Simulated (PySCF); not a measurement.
## Working out the ionisation energy of Xe²⁺

Xe²⁺ [Kr] 4d10 5s2 5p4 (3P) → Xe³⁺ [Kr] 4d10 5s2 5p3 (4S). Calculation: PySCF 2.14, in aug-cc-pwCVDZ-PP with ECP28MDF; scalar relativity through the core potential. Frozen: 4s2 4p6 4d10. Energies in hartree (1 hartree = 27.21139 eV):

| part | Xe²⁺ (lower) | Xe³⁺ (upper) |
| --- | --- | --- |
| UHF | -327.127482 | -326.051754 |
| CCSD correlation | -0.084826 | -0.069274 |
| (T) | -0.001111 | -0.000721 |

Problem. What does Hartree-Fock give?

Solution. (-326.051754) − (-327.127482) = 1.075728 hartree = 29.272 eV.

Problem. What do CCSD and CCSD(T) give?

Solution. The CCSD correlation energies differ by 0.015552 hartree = 0.423 eV and the triples by 0.000390 hartree = 0.011 eV, so CCSD gives 29.695 eV and CCSD(T) 29.706 eV.

Reference: 31.05 ± 0.04 eV (semi-empirical (NIST evaluation); NIST Atomic Spectra Database, ionization energies), between the lowest levels; spin-orbit coupling is absent from the calculation.

A double-zeta basis recovers only part of the correlation energy.

What remains against the reference includes basis incompleteness, the frozen core and higher excitations.
